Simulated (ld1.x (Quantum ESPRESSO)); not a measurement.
Building the PAW potential for nitrogen (N) (PBE, scalar-relativistic).

| Quantity | Value |
| --- | --- |
| Element | nitrogen (N) |
| Generator | ld1.x (Quantum ESPRESSO) 7.5 |
| Type | PAW |
| Functional | PBE |
| Relativity | scalar-relativistic |
| Frozen core | [He] |
| Valence charge | 5 |
| Reference configuration | 2s2 2p3 |
| Partial waves | 2s (bound): rcut 0.75, rcutus 0.90 bohr; 2s channel at -0.2 Ry: rcut 0.75, rcutus 0.90 bohr; 2p (bound): rcut 1.00, rcutus 1.35 bohr; 2p channel at 0.7 Ry: rcut 1.00, rcutus 1.35 bohr |
| Local potential | all-electron potential smoothed inside 0.75 bohr (lloc = -1) |
| Core correction | Bessel-smoothed model core inside 0.45 bohr |
| Augmentation charge | GAUSS, radius 0.80 bohr |

All-electron outer shells of the reference configuration (PBE, scalar-relativistic, ld1.x):

| shell | level (eV) | outermost node (bohr) | outermost maximum (bohr) |
| --- | --- | --- | --- |
| 1s | -384.72 | – | 0.15 |
| 2s | -18.58 | 0.32 | 1.02 |
| 2p | -7.09 | – | 0.98 |

Results:

```json
{
  "Cutoffs needed": "40 Ry and 60 Ry (the cutoffs (Ry, on a coarse ladder) from which the occupation-weighted sum of valence levels, in a spherical-Bessel basis at the reference potential, stays within 10 and 1 mRy of its value at 400 Ry)",
  "Ghost test": "no extra level below or beside the all-electron valence levels (s, p, d, f tested) (spherical-Bessel basis up to 400 Ry, 20 bohr box)",
  "Configuration tests": "test run stopped at test 3 of 7 (negative rho)",
  "Lowest eigenvalue of the overlap operator": "0.53 (s channel)"
}
```

Generation and tests took about 0.8 s on one core of a shared server CPU.
